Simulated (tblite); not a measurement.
Species: C7H6Cl (doublet state).
SMILES: `C[C@]12C=C[C]1C=C2Cl`

Computed geometry: GFN2-xTB, gas phase. This method treats the open shell by occupation alone, without spin polarisation.

Take the most abundant isotopes and a rigid rotor. 

**Question.** Give the principal moments of inertia and the rotational constants in cm⁻¹.

**Answer.** Ia = 158.47, Ib = 355.36, Ic = 416.10 u·Å²; 505379 MHz·u·Å²/I gives 3189, 1422 and 1215 MHz, that is A = 0.10638, B = 0.04744, C = 0.04051 cm⁻¹.

**Question.** Classify the top.

**Answer.** An asymmetric top. Ray's parameter κ = (2B − A − C)/(A − C) = -0.790; −1 is the prolate and +1 the oblate limit.

**Question.** Is it planar, by Δ = Ic − Ia − Ib?

**Answer.** Not planar: Δ = Ic − Ia − Ib = -97.73 u·Å². For a rigid frame Δ = −2 Σ m c², so Σ m c² = 48.87 u·Å² lies off the ab plane: 9.48 from hydrogen and 39.39 from heavier atoms. The atom farthest from that plane is 2.07 Å away.

**Question.** Give the other two planar moments, Paa and Pbb, and the rms extents of the mass along the axes.

**Answer.** Paa = Σ m a² = (Ib + Ic − Ia)/2 = 306.50 and Pbb = Σ m b² = (Ia + Ic − Ib)/2 = 109.61 u·Å². With the mass M = 125.02 u, the rms extents √(P/M) along a, b and c are 1.57, 0.94, 0.63 Å.

**Question.** List the rotational levels J(Ka,Kc) to J = 3 (K).

**Answer.** Above 0(0,0), as E/k:
J = 1: 1(0,1) 0.127, 1(1,1) 0.211, 1(1,0) 0.221
J = 2: 2(0,2) 0.379, 2(1,2) 0.454, 2(1,1) 0.484, 2(2,1) 0.739, 2(2,0) 0.740
J = 3: 3(0,3) 0.755, 3(1,3) 0.819, 3(1,2) 0.878, 3(2,2) 1.118, 3(2,1) 1.122, 3(3,1) 1.568, 3(3,0) 1.568

**Question.** Estimate the classical rotational partition function at 100 K, 200 K and 298.15 K.

**Answer.** Point group C1, symmetry number σ = 1; q = (√π/σ)·√((kT/h)³/(ABC)), k/h = 20836.6 MHz/K: 71800 at 100 K, 203000 at 200 K, 370000 at 298.15 K.

For this open shell read J as N, the rotation without spin; fine and hyperfine splittings come on top. Its GFN2-xTB frequencies are all real (lowest 120 cm⁻¹). No vibrational averaging or centrifugal distortion is included, and the geometry carries the error of its method.
